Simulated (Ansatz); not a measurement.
`O[BH][SbH2]` → B• + 4 H• + O• + Sb•  (atomization)

Isolated molecules relaxed with PBE0-D4/def2-TZVP in Ansatz; ΔE leaves out vibrations. CBS: MP2 limit from def2 TZ/QZ plus the TZ coupled-cluster correction, frozen cores. This one scheme is used for every species, atoms too. Functionals use def2-TZVPP. HSE06 is defined as in plane-wave codes. No spin–orbit coupling; open shells (•) take unrestricted orbitals. Spin–orbit coupling would lower the free atoms: a little for B, O. def2 core potentials past Kr. For Sb outer-core shells are correlated without core-valence functions, so the limit isn't a true one: a few kJ/mol of doubt a bond, and 10 to 20 or more in all where bonds break to atoms. Each species was taken in one conformer, which may not be the lowest.

`O[BH][SbH2]`:

Z-matrix (Å, degrees):
```
B
Sb 1 2.265
O 1 1.345 2 123.9
H 1 1.198 2 119.5 3 177.1
H 2 1.706 1 90.6 3 115.0
H 2 1.714 1 92.9 3 22.6
H 3 0.961 1 114.4 2 -4.4
```

```csv
level,ΔE (kJ/mol)
B97M-V,2198.3
HSE06-D4,2160.4
PBE-QIDH,2134.5
BLYP,2170.2
MP2/def2-SVP,2028.5
HF/def2-QZVPP,1521.2
MP2/def2-QZVPP,2158.5
SCS-MP2/def2-QZVPP,2167.2
```

What does CCSD(T)/CBS give? (Estimate.)

Ansatz gave: +2176.8 kJ/mol. The listed levels differ from it by 21.5, -16.4, -42.3, -6.6, -148.3, -655.6, -18.3, -9.6 kJ/mol.

Largest T1 diagnostic among the species: 0.015.

From BLYP to BHLYP (50 % exact exchange), in def2-TZVPP and without D4, ΔE moves by −71.4 kJ/mol: exact exchange takes away binding that semilocal exchange gives to molecules. Leaving LDA and LC-ωPBE aside and taking each functional with its dispersion term where it has one, the values, not all of them listed here, spread over 97.3 kJ/mol, from BHLYP-D4 to PBE-D4. LDA lies +320.1 kJ/mol from PBE without D4, its usual overbinding.

For atomizations the MP2-based limit and the directly extrapolated one differ by several kJ/mol either way, and by 10 to 25 for some Ge, Se and Sn compounds, so smaller differences from it don't rank the levels.
